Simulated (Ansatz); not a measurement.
Basis-set extrapolation for `BCC[SiH3]` (PBE0-D4/def2-TZVP geometry, frozen core, the Gaussian-basis code of Ansatz). Multiplicity 1, RHF reference.

```json
{"": "HF", "def2-TZVPP": "-394.614525", "def2-QZVPP": "-394.628828"}
{"": "MP2 correlation", "def2-TZVPP": "-0.588001", "def2-QZVPP": "-0.625358"}
{"": "CCSD(T) correlation", "def2-TZVPP": "-0.670831", "def2-QZVPP": "not run"}
```

Energies in hartree. Use E(X) = E(∞) + A·exp(−7.88·√X) for Hartree–Fock and E(X) = E(∞) + B·X^(−2.97) for correlation, with X = 3 and 4, and add CCSD(T) minus MP2 of the smaller set to the MP2 limit.

Q: What is the CCSD(T) energy at the basis-set limit?

A: HF limit: -394.628828 + (-0.014303) × 0.13774 = -394.63080. MP2 limit: -0.625358 + (-0.037357) × 0.74074 = -0.65303. Higher-order term: -0.670831 − (-0.588001) = -0.08283. Total: -395.36666 hartree, 213.5 kJ/mol below CCSD(T)/def2-TZVPP.
